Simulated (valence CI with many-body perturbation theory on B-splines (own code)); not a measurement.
Sm⁴⁷⁺: calculated level list

Computed by relativistic CI+MBPT: five valence electrons over a frozen Dirac-Fock core [Ne], a basis of 11 s, 11 p, 10 d, 8 f, 5 g, 2 h functions for each j, with the one-electron correlation potential Σ1 (screened to all orders), the two-electron term Σ2, the three-electron term Σ3, Breit, model QED; selected single and double excitations, second order for the rest, scaled by the run's own slope (own B-spline code, finite nucleus).

The last digits are not significant, and no measured levels were compared; by estimate large intervals hold to a few tenths of a per cent, small ones and those within an open d or f shell to about a per cent. Among the levels kept, up to 3200 cm⁻¹ of a level comes from second order outside the variational space, and about a tenth of that is noise between levels of different J, which matters for small intervals.

Levels 91 to 135 of 169, with energies above the lowest level, (3s^2 3p1/2^2 3p3/2) J=3/2. "Leading %" is the weight of the configuration and term that name the level; weights of strongly mixed levels are sums over their largest components and can fall short. In the jj column 3d3/2^4 stands for four electrons in 3d with j = 3/2.

| No. | Configuration | Term | J | E (× 10³ cm⁻¹) | Leading % | Leading jj | Second component |
| --- | --- | --- | --- | --- | --- | --- | --- |
| 91 | 3s3p³3d | ²F° | 5/2 | 5193.7 | 26 | 3s 3p1/2 3p3/2^2 3d3/2 (88 %) | 10 % 3s3p³3d ⁴G° |
| 92 | 3s3p³3d | ⁴F° | 9/2 | 5221.8 | 46 | 3s 3p1/2 3p3/2^2 3d5/2 (80 %) | 27 % 3s3p³3d ²G° |
| 93 | 3s3p³3d | ⁴P° | 1/2 | 5228.6 | 37 | 3s 3p1/2 3p3/2^2 3d5/2 (78 %) | 32 % 3s3p³3d ²S° |
| 94 | 3s3p²3d² | ⁴F | 5/2 | 5231.1 | 25 | 3s 3p1/2^2 3d3/2^2 (88 %) | 20 % 3s3p²3d² ⁶G |
| 95 | 3s3p³3d | ⁴D° | 3/2 | 5272.4 | 23 | 3s 3p1/2 3p3/2^2 3d3/2 (64 %) | 14 % 3s3p³3d ⁴S° |
| 96 | 3s3p³3d | ²P° | 1/2 | 5273.9 | 32 | 3s 3p1/2 3p3/2^2 3d3/2 (56 %) | 12 % 3s²3p3d² ²P° |
| 97 | 3s3p³3d | ⁴D° | 5/2 | 5277.3 | 33 | 3s 3p1/2 3p3/2^2 3d5/2 (58 %) | 18 % 3s3p³3d ²F° |
| 98 | 3s3p³3d | ⁴D° | 5/2 | 5316.2 | 26 | 3s 3p1/2 3p3/2^2 3d5/2 (54 %) | 17 % 3s3p³3d ⁴P° |
| 99 | 3s3p³3d | ²D° | 3/2 | 5333.4 | 34 | 3s 3p1/2 3p3/2^2 3d5/2 (71 %) | 15 % 3s3p³3d ⁴P° |
| 100 | 3s3p³3d | ⁴D° | 1/2 | 5336.0 | 39 | 3s 3p1/2 3p3/2^2 3d3/2 (73 %) | 25 % 3s3p³3d ²P° |
| 101 | 3s3p³3d | ²F° | 7/2 | 5344.3 | 50 | 3s 3p1/2 3p3/2^2 3d5/2 (84 %) | 18 % 3s3p³3d ²G° |
| 102 | 3s3p²3d² | ⁴P | 1/2 | 5351.9 | 45 | 3s 3p1/2^2 3d3/2^2 (87 %) | 33 % 3s3p²3d² ⁶D |
| 103 | 3s3p³3d | ⁴D° | 3/2 | 5352.3 | 22 | 3s 3p1/2 3p3/2^2 3d3/2 (48 %) | 11 % 3s3p³3d ²D° |
| 104 | 3s3p³3d | ⁴D° | 5/2 | 5374.8 | 28 | 3s 3p1/2 3p3/2^2 3d5/2 (62 %) | 26 % 3s3p³3d ²D° |
| 105 | 3s3p³3d | ²P° | 1/2 | 5383.9 | 40 | 3s 3p1/2 3p3/2^2 3d3/2 (37 %) | 24 % 3s3p³3d ²S° |
| 106 | 3s3p³3d | ⁴D° | 7/2 | 5414.3 | 29 | 3s 3p1/2 3p3/2^2 3d5/2 (78 %) | 13 % 3s3p³3d ²F° |
| 107 | 3s3p³3d | ²G° | 9/2 | 5429.4 | 63 | 3s 3p1/2 3p3/2^2 3d5/2 (76 %) | 9 % 3s3p³3d ⁴G° |
| 108 | 3s3p³3d | ²P° | 3/2 | 5434.6 | 24 | 3s 3p1/2 3p3/2^2 3d5/2 (72 %) | 10 % 3s3p³3d ⁴S° |
| 109 | 3s3p³3d | ⁴D° | 5/2 | 5444.1 | 27 | 3s 3p1/2 3p3/2^2 3d5/2 (82 %) | 13 % 3s3p³3d ²F° |
| 110 | 3s3p³3d | ²F° | 5/2 | 5491.4 | 45 | 3s 3p1/2 3p3/2^2 3d5/2 (84 %) | 17 % 3s3p³3d ²D° |
| 111 | 3s3p³3d | ⁴D° | 7/2 | 5491.8 | 38 | 3s 3p1/2 3p3/2^2 3d5/2 (94 %) | 23 % 3s3p³3d ²F° |
| 112 | 3s3p²3d² | ⁴F | 7/2 | 5511.0 | 26 | 3s 3p1/2^2 3d3/2 3d5/2 (90 %) | 24 % 3s3p²3d² ⁶G |
| 113 | 3s3p³3d | ²F° | 7/2 | 5520.3 | 39 | 3s 3p1/2 3p3/2^2 3d5/2 (77 %) | 15 % 3s3p³3d ⁴D° |
| 114 | 3s3p³3d | ²P° | 3/2 | 5523.7 | 42 | 3s 3p1/2 3p3/2^2 3d5/2 (78 %) | 29 % 3s3p³3d ²D° |
| 115 | 3s3p³3d | ²D° | 5/2 | 5548.3 | 44 | 3s 3p1/2 3p3/2^2 3d5/2 (82 %) | 16 % 3s3p³3d ²F° |
| 116 | 3s3p²3d² | ⁶G | 5/2 | 5554.3 | 17 | 3s 3p1/2^2 3d3/2 3d5/2 (87 %) | 9 % 3s3p²3d² ⁴F |
| 117 | 3s3p³3d | ²S° | 1/2 | 5581.6 | 34 | 3s 3p1/2 3p3/2^2 3d5/2 (72 %) | 18 % 3s3p³3d ⁴D° |
| 118 | 3s3p²3d² | ⁶D | 3/2 | 5589.7 | 35 | 3s 3p1/2^2 3d3/2 3d5/2 (92 %) | 22 % 3s3p²3d² ⁴P |
| 119 | 3s3p³3d | ²D° | 3/2 | 5599.9 | 30 | 3s 3p1/2 3p3/2^2 3d5/2 (73 %) | 10 % 3s3p³3d ⁴D° |
| 120 | 3s3p²3d² | ⁴F | 9/2 | 5638.6 | 30 | 3s 3p1/2^2 3d3/2 3d5/2 (85 %) | 14 % 3s3p²3d² ²G |
| 121 | 3s²3p3d² | ²G° | 7/2 | 5649.5 | 27 | 3s^2 3p3/2 3d3/2^2 (77 %) | 18 % 3s²3p3d² ²F° |
| 122 | 3s3p²3d² | ²F | 5/2 | 5654.4 | 24 | 3s 3p1/2^2 3d3/2 3d5/2 (90 %) | 14 % 3s3p²3d² ⁴G |
| 123 | 3s3p³3d | ²F° | 5/2 | 5657.9 | 24 | 3s 3p1/2 3p3/2^2 3d5/2 (67 %) | 14 % 3s3p³3d ⁴D° |
| 124 | 3s²3p3d² | ⁴F° | 5/2 | 5661.9 | 24 | 3s^2 3p3/2 3d3/2^2 (62 %) | 18 % 3s3p³3d ²D° |
| 125 | 3s²3p3d² | ⁴D° | 1/2 | 5668.0 | 49 | 3s^2 3p3/2 3d3/2^2 (69 %) | 16 % 3s²3p3d² ²P° |
| 126 | 3s3p²3d² | ²D | 3/2 | 5678.5 | 19 | 3s 3p1/2^2 3d3/2 3d5/2 (82 %) | 14 % 3s3p²3d² ⁴F |
| 127 | 3s3p³3d | ²D° | 3/2 | 5679.2 | 32 | 3s 3p1/2 3p3/2^2 3d5/2 (70 %) | 13 % 3s3p³3d ²P° |
| 128 | 3s²3p3d² | ⁴D° | 3/2 | 5682.2 | 23 | 3s^2 3p3/2 3d3/2^2 (53 %) | 22 % 3s²3p3d² ⁴F° |
| 129 | 3s3p²3d² | ⁴H | 7/2 | 5696.6 | 28 | 3s 3p1/2^2 3d3/2 3d5/2 (92 %) | 27 % 3s3p²3d² ²G |
| 130 | 3s3p²3d² | ²P | 1/2 | 5726.4 | 35 | 3s 3p1/2^2 3d3/2 3d5/2 (83 %) | 22 % 3s3p²3d² ⁴D |
| 131 | 3s²3p3d² | ⁴G° | 9/2 | 5771.0 | 43 | 3s^2 3p3/2 3d3/2 3d5/2 (79 %) | 24 % 3s²3p3d² ⁴F° |
| 132 | 3s²3p3d² | ⁴G° | 11/2 | 5790.6 | 62 | 3s^2 3p3/2 3d3/2 3d5/2 (77 %) | 34 % 3s²3p3d² ²H° |
| 133 | 3s²3p3d² | ⁴S° | 3/2 | 5799.2 | 16 | 3s^2 3p3/2 3d3/2^2 (61 %) | 16 % 3s²3p3d² ²D° |
| 134 | 3s²3p3d² | ⁴F° | 7/2 | 5805.0 | 25 | 3s^2 3p3/2 3d3/2 3d5/2 (76 %) | 24 % 3s²3p3d² ²F° |
| 135 | 3s²3p3d² | ⁴D° | 3/2 | 5838.1 | 26 | 3s^2 3p3/2 3d3/2 3d5/2 (69 %) | 17 % 3s²3p3d² ²D° |

Where two levels of one J and parity lie close, their mixing, g and order are uncertain.
